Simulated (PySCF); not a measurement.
Input of a run (PBE0-D3(BJ)/def2-SVP geometry optimisation, gas phase (PySCF 2.14.0)), started from GFN2-xTB:
```
{"job": {"xc": "PBE0", "basis": "def2-SVP", "d3": "d3bj", "grid": 1, "kind": "geom"}, "charge": 0, "multiplicity": 1}
P      2.259538     1.030058    -0.620521
Ge     1.250655    -0.954299    -0.010050
Se    -0.518352    -0.858682     1.581642
Ge    -2.059937     0.145331     0.177413
H      1.037802     1.661707    -0.831577
H      2.322915     1.466207     0.697106
H      0.718042    -1.694816    -1.231018
H      2.245612    -1.918116     0.611280
H     -3.412488     0.004367     0.802000
H     -2.063432    -0.492667    -1.185261
H     -1.774931     1.613579    -0.016978
```

Output (energies in Eh, forces in Eh/bohr):
```
step   0  E = -6899.30958105  max force = 0.016497
step   1  E = -6899.31375729  max force = 0.004818
step   2  E = -6899.31437043  max force = 0.001351
step   3  E = -6899.31444222  max force = 0.000911
step   4  E = -6899.31439601  max force = 0.001411
step   5  E = -6899.31446019  max force = 0.000532
step   6  E = -6899.31446558  max force = 0.000222
optimisation converged
```

**Question.** Summarise the run.

**Answer.** The energy falls by 12.8 kJ/mol over 7 energy and gradient evaluations, the largest force component goes from 0.0165 to 2.2e-04 Eh/bohr, and the atoms move by 0.218 Å rms after alignment. The bond that changes most is Se3–Ge4 (ends: selenium bonded to 2 Ge; germanium bonded to Se and 3 H), which lengthens by 0.042 Å. Bonds longer at the end by more than 0.005 Å: 9 of 10; shorter: 1. Among the angles that change most is H7–Ge2–H8, from 104.4° to 110.4°. Among the dihedrals that turn most is H8–Ge2–Se3–Ge4, from -165° to 179°. The energy rose by more than 1e-6 Eh at step 4. The first step brought 85 % of the lowering.

**Question.** What are the final bond lengths?

**Answer.** P1–Ge2 2.324 Å, Ge2–Se3 2.362 Å, Se3–Ge4 2.356 Å, P1–H5 1.429 Å, P1–H6 1.428 Å, Ge2–H7 1.542 Å, Ge2–H8 1.539 Å, Ge4–H9 1.536 Å, Ge4–H10 1.540 Å, Ge4–H11 1.539 Å. Numbering counts from 1 in the input's order; the species is `[PH2][GeH2][Se][GeH3]`.

The run used 149 basis functions and 47 SCF cycles in all.

Stationary, but not proved a minimum. One conformer, not necessarily the lowest.
